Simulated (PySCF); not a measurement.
A GIAO shielding run with PySCF (density fitting, non-relativistic, gas phase) on SMILES CC1=C[SiH2][Si@H]([SiH3])[SiH2]1, C₃H₁₂Si₄:

```
$ OMP_NUM_THREADS=1 python probes_run.py task.json out

{"job": {"kind": "nmr", "xc": "PBE0", "basis": "pcSseg-1"}, "charge": 0, "multiplicity": 1}
C      3.040592    -0.215977     0.376610
C      1.616431     0.178392     0.129913
C      1.103584     1.305655     0.629156
Si    -0.675231     1.882041     0.378394
Si    -1.483724     0.052169    -0.819153
Si    -3.256169    -1.136609     0.081117
Si     0.581880    -1.016850    -0.929678
H      3.565214     0.514165     0.992456
H      3.077671    -1.185502     0.873337
H      3.569335    -0.317494    -0.571003
H      1.749621     1.943067     1.227578
H     -0.646593     3.197478    -0.277779
H     -1.277082     2.116503     1.700782
H     -1.887179     0.466206    -2.181832
H     -4.480066    -0.340202     0.201275
H     -3.616525    -2.320013    -0.703600
H     -2.937850    -1.615183     1.428617
H      0.685162    -2.350946    -0.315396
H      1.261126    -1.147649    -2.228254
```

Hardware: 1 thread of an Arm Neoverse V1, shared host. The job also computes population analyses, field gradients, ring-centre shieldings.

Q: How large is the calculation?

A: 86 electrons, 207 basis functions and 1169 auxiliary functions.

Q: How long does it take, and how much memory does it need?

A: 77 s of wall time, with 13 SCF cycles and 5 response iterations; peak memory 0.93 GiB. Times on a shared host scatter by some tens of per cent.
